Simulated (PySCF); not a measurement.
**Telling isomers of C8H10O apart by NMR**

PySCF calculation with PBE0-D3(BJ)/def2-SVP structure and shieldings: GIAO PBE0/pcSseg-1; rapidly exchanging positions averaged, one computed conformer, non-relativistic Hamiltonian, no solvent.

Shifts are taken against calculated references (same method and geometry level): ¹H, ¹³C vs TMS. Where no couplings were computed, multiplicities follow the n + 1 count of equivalent neighbours, and m marks all less simple cases (inequivalent or close neighbours, rings, F or P nearby). Shifts are as computed. Against solution values, carbons near 30 ppm lie about +2 ppm off and those near 130 ppm about +5 ppm. Of 1211 compounds with measured shifts, 218 miss one by over three times the rms of a fit or turn the order of signals round; such compounds aren't used in these exercises. OH and NH positions are gas-phase values without hydrogen bonding to other molecules.

(1) Tabulate the signals of `COCc1ccccc1`, `OCCc1ccccc1` and their relative energies.

(2) What is the quickest way to tell COCc1ccccc1 from OCCc1ccccc1?

Results:

(1) 
| SMILES | carbon types | δC | δH | E rel. (kcal/mol) |
| --- | --- | --- | --- | --- |
| COCc1ccccc1 | 1×C 5×CH 1×CH2 1×CH3 | 145.0, 134.0, 133.1, 132.7, 75.9, 56.5 | 7.49 (m, 2H), 7.47 (m, 2H), 7.38 (m, 1H), 4.42 (s, 2H), 3.09 (s, 3H) | 8.1 |
| OCCc1ccccc1 | 1×C 5×CH 2×CH2 | 142.9, 134.8, 134.2, 132.0, 69.9, 45.6 | 7.43 (m, 2H), 7.34 (m, 1H), 7.30 (m, 2H), 3.52 (t, 2H), 2.60 (t, 2H), -0.07 (br s, 1H) | 0.0 |

Energies are electronic energies at PBE0/pcSseg-1 on these geometries, without zero-point or thermal terms, each for the one conformer computed, which needn't be the lowest.

(2) Both give the same number of carbon signals, but DEPT or the intensities differ. The first has a methyl carbon bonded to O (CH3) at 56.5 ppm, the second an sp3 CH2 on an aromatic ring at 45.6 ppm. Their most deshielded carbons lie at 145.0 and 142.9 ppm.
